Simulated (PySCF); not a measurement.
Input of a response calculation (the driver script's job line, then coordinates in Å):

```
{"job": {"kind": "uv", "xc": "CAM-B3LYP", "basis": "def2-SVPD", "nstates": 8, "ntriplets": 3}, "charge": 0, "multiplicity": 1}
C     -0.051853     1.640050    -0.561681
C     -0.097479     0.398906    -0.095126
Si    -1.640030    -0.695282    -0.153132
Ge     1.534937    -0.374035     0.676328
Br     2.292494    -2.037649    -0.687980
H      0.846572     2.244604    -0.522017
H     -0.914998     2.117250    -1.002680
H     -1.358184    -1.853284    -1.002410
H     -1.904610    -1.131479     1.223112
H     -2.733181     0.119545    -0.679340
H      2.676034     0.627021     0.760178
H      1.351496    -1.056333     2.018720
```

Level of theory: TDDFT CAM-B3LYP/def2-SVPD, vertical, gas phase, core orbitals frozen in the response in PySCF. Job line and output are in the format of a driver script around the code.

Q: What does the script print for it?

A: 
```
coarse grid: 48824 points
cycle   1  E = -5020.5180716842  dE = -1.403e+00  |g| = 5.060e-01  |ddm| = 4.578e+00
cycle   2  E = -5020.5271029514  dE = -9.031e-03  |g| = 5.122e-01  |ddm| = 1.321e+00
cycle   3  E = -5020.5649804518  dE = -3.788e-02  |g| = 3.741e-02  |ddm| = 7.444e-01
cycle   4  E = -5020.5651933402  dE = -2.129e-04  |g| = 9.845e-03  |ddm| = 8.890e-02
cycle   5  E = -5020.5652181109  dE = -2.477e-05  |g| = 3.396e-03  |ddm| = 3.501e-02
cycle   6  E = -5020.5652211592  dE = -3.048e-06  |g| = 1.192e-03  |ddm| = 6.129e-03
final grid: 98064 points
cycle   7  E = -5020.5651806525  dE =  1.594e-07  |g| = 1.551e-03  |ddm| = 5.893e-03
cycle   8  E = -5020.5651800962  dE =  5.564e-07  |g| = 2.153e-03  |ddm| = 4.413e-03
cycle   9  E = -5020.5651812660  dE = -1.170e-06  |g| = 2.683e-05  |ddm| = 2.687e-03
cycle  10  E = -5020.5651812665  dE = -4.293e-10  |g| = 1.536e-05  |ddm| = 8.182e-05
converged SCF energy = -5020.5651812665

Static polarisability (au): isotropic 102.605, principal 87.601 102.894 117.318

Singlet excitations
state   eV       nm        f      main configurations
  1   5.6257    220.4   0.00526   H->L 0.75, H-3->L 0.15
  2   6.2333    198.9   0.00902   H-1->L 0.78, H-1->L+1 0.10
  3   6.4758    191.5   0.02973   H-3->L 0.38, H->L+1 0.29, H->L 0.13
  4   6.9190    179.2   0.29063   H-2->L 0.91
  5   7.2730    170.5   0.00197   H->L+1 0.53, H-3->L 0.33
  6   7.3492    168.7   0.00290   H-1->L+1 0.70, H-1->L 0.13
  7   7.4501    166.4   0.00233   H->L+2 0.50, H->L+3 0.20, H->L+4 0.11
  8   7.5583    164.0   0.09162   H-2->L+1 0.62, H-2->L+3 0.13, H->L+3 0.09

Triplet excitations (Tamm-Dancoff, eV): 4.2686 5.2163 5.8562
```

The structure is a single GFN2-xTB conformer in the gas phase; no vibrational or solvent corrections. Relativistic effects, spin–orbit coupling among them, are left out although an element past zinc is present.

The SCF starts on a coarse grid; the energy jumps when the final grid takes over, and dE counts afresh there. H and L stand for HOMO and LUMO.

The values belong to the conformer `[CH2:1]=[C:2]([SiH3:3])[GeH2:4][Br:5]`: C1–C2–Ge4–Br5 -111°.
